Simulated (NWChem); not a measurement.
## Ionisation of C$_{3}$H$_{3}$N$_{2}$

SMILES: c1[c][nH]nc1
```xyz
8

C     -0.3147     1.1377     0.0000
C      0.9968     0.7284     0.0000
C      0.8598    -0.6817     0.0000
N     -0.4087    -1.0720     0.0000
N     -1.1162     0.0660     0.0000
H      1.8991     1.3334     0.0000
H      1.6510    -1.4322     0.0000
H     -2.1271     0.0342     0.0000
```
Charge 0, spin multiplicity 2.

The numbers come from NWChem runs, not from measurements. Structure: optimised with UPBE0/def2-SVP, a minimum by its harmonic frequencies.

Basis set: def2-TZVP. −ε marks an orbital energy of the parent.

B3LYP has NWChem's definition, with VWN1-RPA local correlation. The structure started from a generated list of species. The unpaired electrons of the parent sit in orbitals of symmetry a' (Cs labels of the run); other states weren't searched. No SCF solution was tested for a lower state.

Problem. For the first vertical ionisation energy, −ε(beta HOMO) of B3LYP gives 7.06 eV and −ε(beta HOMO) of PBE gives 6.17 eV. What do G0W0@PBE, G0W0@LDA (SVWN5), G0W0@PBE0 give?

Solution. G0W0@PBE: 9.05 eV; G0W0@LDA (SVWN5): 9.13 eV; G0W0@PBE0: 9.27 eV.
